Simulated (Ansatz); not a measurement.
In(F)(Br)(vinyl) (C₂H₃BrFIn), SMILES [CH]([In]([F])[Br])=C.

The structure is a stationary point at B3LYP-D3(BJ)/def2-SVP. The structure was generated by enumeration; whether it is a known compound was not checked. The def2 effective core potentials stand for the cores of In; spin–orbit coupling is left out. One conformer was computed; it need not be the lowest.

Two levels are set side by side: PBE/def2-SVPD (Ansatz, a first-principles code) and PBE0/def2-SVPD (Ansatz). Energy differences of separate SCF runs at the same geometry; the states with an electron removed or added have multiplicity 2 and 2. Differences are taken from unrounded values.

```
quantity                            PBE0    PBE  PBE minus PBE0
---------------------------------  -----  -----  --------------
vertical ionisation energy (eV)    10.46  10.04           -0.42
vertical electron affinity (eV)     0.47   0.57            0.10
vertical singlet–triplet gap (eV)   4.05   4.18            0.13
```
